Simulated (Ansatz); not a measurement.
FH₃SSiSn (`F[SiH]1[S][SnH2]1`), relaxed with RKS PBE0-D4/def2-TZVP in the Gaussian-basis code of Ansatz from a PBE-D4/def2-SVP geometry. The force threshold is 0.005 eV/Å; the program also tests the step.

The species carries charge 0 and has multiplicity 1. Sn: def2 effective core potential.

Start:

```xyz
7

F    -0.654   -1.095   -2.144
Si   -0.945   -0.526   -0.634
S    -0.074   -1.520    0.990
Sn    0.857    0.867    0.432
H    -2.388   -0.127   -0.621
H     2.533    0.613    0.093
H     0.670    1.787    1.884
```

Q: How much energy does the relaxation release, and in how many steps? (Best estimate.)

A: Computed: 0.08 eV, in 6 steps.

Q: Which bonds change most? (An estimate is asked.)

A: The calculation gave: S3–Sn4 from 2.622 to 2.536 Å; F1–Si2 from 1.640 to 1.594 Å; Si2–Sn4 from 2.514 to 2.475 Å; Sn4–H7 from 1.730 to 1.702 Å.

Q: Give the relaxed structure. (Best estimate.)

A: Ansatz gave: 
```xyz
7

F    -0.667   -1.087   -2.109
Si   -0.925   -0.502   -0.649
S    -0.072   -1.495    0.964
Sn    0.859    0.809    0.459
H    -2.353   -0.129   -0.602
H     2.511    0.623    0.096
H     0.646    1.780    1.841
```
